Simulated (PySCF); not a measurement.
## Core binding energy against partial charge

C₅H₅NO.
Numbering: `[CH2:1]=[CH:2][O:3]/[CH:4]=[CH:5]\[C:6]#[N:7]`

Binding energies: delta-SCF UKS SCAN, pcX-2 on the ionised atom, pcseg-1 elsewhere, spin-free X2C in PySCF 2.14.0. Charges: PBE0/pcSseg-1 ground-state density, for the ionised atom.

```
atom                    environment  C 1s (eV)  Mulliken (e)  IAO (e)  Hirshfeld (e)  ESP (e)
  C1           terminal =CH2 carbon     290.45        -0.196   -0.343         -0.111   -0.628
  C5               alkene CH carbon     291.49        -0.241   -0.306         -0.078   -0.687
  C6                 nitrile carbon     292.05        +0.081   +0.130         +0.071   +0.593
  C2  vinylic carbon bearing oxygen     292.62        +0.040   +0.043         +0.029   +0.239
  C4  vinylic carbon bearing oxygen     293.06        +0.250   +0.108         +0.071   +0.283
```

Task: How well does each charge scheme correlate with the binding energies over these sites?

Result: Hirshfeld: r = 0.88, slope 10.5 eV per e; Mulliken: r = 0.86, slope 4.3 eV per e; IAO: r = 0.86, slope 3.8 eV per e; ESP: r = 0.76, slope 1.3 eV per e. On 5 points no scheme stands out.

Task: The point-charge model writes a binding energy as kq + V + constant, with V the potential of the other atoms' charges at the site. What does it give with the Mulliken charges?

Result: V = Σ 14.40 eV Å × q/r over all other atoms: +3.25 eV at C1, +3.95 eV at C5, -3.06 eV at C6, -1.43 eV at C2, -3.36 eV at C4. Fitting binding energy − V to q gives k = 20.8 eV per e and leaves an rms residual of 0.94 eV, against 0.46 eV for the fit on q alone. The model has no term for differences in relaxation between sites.

Spin contamination (⟨S²⟩ against 0.75 for a pure doublet) is marked for C 1s of C4 (0.89), which makes this value less certain. Geometry: GFN2-xTB, one conformer, isolated molecule.

Conformer computed: `[CH2:1]=[CH:2][O:3]/[CH:4]=[CH:5]\[C:6]#[N:7]`: C1–C2–O3–C4 -179°, C2–O3–C4–C5 0°.
